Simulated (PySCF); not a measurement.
SMILES N#Cc1ccccc1C=O, singlet, GFN2-xTB optimised geometry. Atoms within 1.6 Å of the plane z = 0.0 Å (x, y, z in Å): N1 (-2.17, -2.75, 0.00), C2 (-1.53, -1.80, 0.00), C3 (-0.79, -0.59, 0.00), C4 (-1.49, 0.62, 0.00), C5 (-0.80, 1.81, 0.00), C6 (0.59, 1.82, 0.00), C7 (1.29, 0.63, 0.00), C8 (0.61, -0.59, 0.00), C9 (1.37, -1.85, 0.00), O10 (2.57, -1.92, 0.00), H11 (-2.57, 0.61, 0.00), H12 (-1.34, 2.75, 0.00), H13 (1.13, 2.76, 0.00), H14 (2.37, 0.61, 0.00), H15 (0.73, -2.76, 0.00).

Method: PBE0/def2-TZVP run with PySCF. Cells within 0.4 Å of a nucleus heavier than hydrogen are left out (blank, or x).

Map of the HOMO amplitude (bohr^(-3/2)), clipped to [-0.25, 0.25] on the plane z = 0.0 Å; orbital energy -7.93 eV, overall sign arbitrary:

```
|5555555555555444444444444444444|
|5555555555555444444444444444444|
|4555555555555444444444444444444|
|4455555555555544444444444444444|
|4444555555555544444444444444444|
|4444445555555544444444444444444|
|4444444555555544444444444444444|
|4444444455555554444444444444444|
|4444444445555554444444454444444|
|444444444445xx55xx4555555444444|
|444444444444xx55xx5555555444444|
|4444444444444555555555554444444|
|4444444444445554455x55554444444|
|4444444444xx554444xxx5544444444|
|4444444445xx5544433x44444444444|
|4444444445555443334444444444444|
|444444445555xx33xx5554444444444|
|444444444555xx44xxx654333444444|
|4444444444455445688653223344444|
|4444444444444445677753001344444|
|4444444444xx5445556xx3xx1344444|
|4444444444xx554443xxx6xx5554444|
|4444444444555444322257998655555|
|44444444xx655443201356887655555|
|44444444xx655444322345666555555|
|4444444455555444333445555555555|
|4444444455555444444445555555555|
|4444444555555444444445555555555|
|4444444555554444444445555555555|
|4444445555554444444444555555555|
|4444445555554444444444455555555|
```
Scale: ten equal steps from -0.250 (start of '0') to 0.250 (end of '9'), in the order '0123456789'; x runs from -5.00 to 5.00, y from -5.00 (bottom) to 5.00 (top).
